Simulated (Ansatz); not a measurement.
The cluster B2Sb⁺, relaxed as a singlet with RKS PBE-D4/def2-TZVP in Ansatz, starting from the GFN2-xTB geometry. Force threshold 0.02 eV/Å.

In the def2 sets Sb takes a core potential; there is no spin–orbit coupling. The structure comes from a short search, and lower isomers may exist.

Start:

Cartesian coordinates in Å:
```
B -0.927 -0.205 0.302
B -0.266 0.882 -0.376
Sb 1.193 -0.678 0.074
```

| step | energy (eV) | largest force component (eV/Å) | SCF passes |
| --- | --- | --- | --- |
| 1 | -7875.3377 | 2.485 | 20 |
| 2 | -7875.4340 | 0.814 | 23 |
| 3 | -7875.4475 | 0.149 | 23 |
| 4 | -7875.4482 | 0.002 | 23 |

Force components are those of the run's own axes.

End:

```xyz
3

B    -0.9403   -0.2381    0.3213
B    -0.2426    0.9106   -0.3952
Sb    1.1830   -0.6725    0.0739
```

By distances, no bond broke or formed. The bond that changes most is B1–B2, from 1.44 to 1.52 Å (atoms count from 1).

No frequencies were taken in this run, so the end may be a saddle point.

Run time 1.7 s (4 threads of Arm Neoverse V2 on a shared host).
